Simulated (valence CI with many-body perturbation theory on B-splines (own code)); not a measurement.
# Sensitivity of CI+MBPT for Ir XLVII

Computed by relativistic CI+MBPT: three valence electrons over a frozen Dirac-Fock core [Ar] 3d10, radial functions for each j: 6 s, 6 p, 5 d, 3 f, 1 g, with the one-electron correlation potential Σ1, the two-electron term Σ2, the three-electron term Σ3, Breit, model QED; selected CI, second order for the rest, scaled by the run's own slope (own B-spline code, finite nucleus).

No measured spectrum was set against this ion. As an estimate, large intervals hold to a few tenths of a per cent, small ones and those within an open d or f shell to about a per cent.

The reference run has the lowest level (4s^2 4p1/2) J=1/2 and an ionisation energy of 2501.47 eV. Its largest variational space holds 2824 state functions.

Levels are named by their leading jj configuration (3d3/2^4 stands for four electrons in 3d with j = 3/2), which in mixed levels can hold well under half, so a name can repeat and another be missing. Letters in brackets count levels of one name in rising energy.

Changed runs:
A. shift of the energy in Σ1 (hartree) 0 → 26.678; scale of Σ2 1 → 0.5
B. three-electron term on → off; lowest core n in screening and Σ2 1 → 1
C. selection threshold (hartree) 2e-08 → 1e-06; lowest core n in screening and Σ2 1 → 2
D. start configuration 4s2 4p1 → 4s2 5p1 (bad on purpose)

Excitation energies of the reference run in cm⁻¹, and shifts in cm⁻¹:

```
                     Level  Reference      A      B         C
        (4s 4p1/2^2) J=1/2     843390   -502    -54      +1.2
        (4s^2 4p3/2) J=3/2     979351   -130    -12      +1.1
(4s 4p1/2 4p3/2) J=3/2 [a]    1708120  -2415   -145      +0.5
    (4s 4p1/2 4p3/2) J=5/2    1780560  -1342   -102      +1.6
(4s 4p1/2 4p3/2) J=3/2 [b]    1882130   +743    -44      +4.0
    (4s 4p1/2 4p3/2) J=1/2    1901850  +2583    -14      +5.9
        (4s^2 4d3/2) J=3/2    2364600  +3540    -24      +4.8
        (4s^2 4d5/2) J=5/2    2542800  +1829    -91      +4.2
     (4p1/2^2 4p3/2) J=3/2    2725760  +1213   -108      +5.2
        (4s 4p3/2^2) J=5/2    2756570   +257    -36      +2.2
        (4s 4p3/2^2) J=1/2    2880550   +864    +15      +2.0
        (4s 4p3/2^2) J=3/2    2910440  +3086   +5.3      +6.4
    Ionisation energy (eV)    2501.47  +0.60  +0.05  +0.00062
```

Run D: It gave no result: the start configuration must fill the lowest shells above the core. The program said: "5p is not the lowest shell of its kind above the core".
